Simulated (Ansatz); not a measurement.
`O=C=[N][In]([F])[F]` + CH₃SH → `C[S][In]([F])[F]` + `N=C=O` at 298.15 K and 1 bar (ligand exchange at the In–N bond).

Gas-phase electronic energies from Ansatz, PBE0-D4/def2-TZVP geometries. CBS: MP2 limit from def2 TZ/QZ plus the TZ coupled-cluster correction, frozen cores. This one scheme is used for every species. def2 core potentials past Kr. For In outer-core shells are correlated without core-valence functions, which leaves a few kJ/mol of doubt a bond. One conformer a species, not always the lowest.

```tsv
species	CCSD(T)/CBS energy (Eh)	H − E (kJ/mol)	S (J/(mol·K))
`O=C=[N][In]([F])[F]`	-557.39754	65.4	380.7
CH₃SH	-438.22835	133.0	253.2
`C[S][In]([F])[F]`	-827.12092	134.9	390.2
`N=C=O`	-168.51995	67.5	238.3
```

H − E and S are ideal-gas, rigid-rotor, harmonic terms from PBE0-D4/def2-TZVP, for one conformer and one mirror image of each species. 1 Eh = 2625.50 kJ/mol, R = 8.31446 J/(mol·K).

Problem. By hand: ΔE, ΔH, ΔS and ΔG.

Solution. ΔE = (-827.12092) + (-168.51995) − (-557.39754) − (-438.22835) = -0.01498 Eh = -39.3 kJ/mol. Δ(H − E) = 134.9 + 67.5 − 65.4 − 133.0 = 4.0, so ΔH = -35.3 kJ/mol. ΔS = 390.2 + 238.3 − 380.7 − 253.2 = -5.4 J/(mol·K). ΔG = -35.3 − 298.15 × (-5.4)/1000 = -33.7 kJ/mol.

Problem. By hand: the equilibrium constant, and the temperature at which ΔG would vanish if ΔH and ΔS stayed fixed.

Solution. log₁₀ K = −ΔG/(RT ln 10) = 5.9. ΔG = 0 at ΔH/ΔS = 6537 K, far beyond where these terms or the molecules hold.

The number of gas molecules stays the same, so ΔS is small and ΔH decides. A doubt of 5 kJ/mol in ΔE shifts log₁₀ K by 0.9 here. Other conformers and mirror images would add mixing entropy, several J/(mol·K) or more a flexible species. Modes under 60 cm⁻¹, often nearly free rotors, make the harmonic entropy too high. These are equilibria of isolated gas molecules and say nothing of rates. Largest T1 diagnostic: 0.018 (customary marks: 0.02 for closed shells, 0.045 for open ones).
